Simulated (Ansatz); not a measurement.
Consider the isomerisation: `CBNC[SiH3]` → `BN([SiH3])CC`.

Program: Ansatz. Geometries: PBE0-D4/def2-TZVP. ΔE: electronic, gas phase. CCSD(T)/CBS adds triple-zeta CCSD(T) − MP2 to the extrapolated MP2 energy (def2 sets, frozen cores). DFT in def2-TZVPP. B3LYP here is the variant with VWN-RPA as its local correlation; programs differ in this. One conformer a species, not always the lowest.

```csv
level,ΔE (kJ/mol)
r2SCAN,-4.4
B3LYP,-4.1
```

**Question.** What does CCSD(T)/CBS give? (Estimate.)

**Answer.** Computed: -15.3 kJ/mol. The listed levels differ from it by 10.9, 11.2 kJ/mol.

Largest T1 diagnostic among the species: 0.012.

From PBE to PBE0 (25 % exact exchange), in def2-TZVPP and without D4, ΔE moves by −4.8 kJ/mol. The D4 term adds −6.6 kJ/mol with B3LYP and −3.5 kJ/mol with PBE0; it sums over pairs of atoms, weighted by their polarisabilities, and B3LYP, whose exchange is more repulsive, gets the larger term.
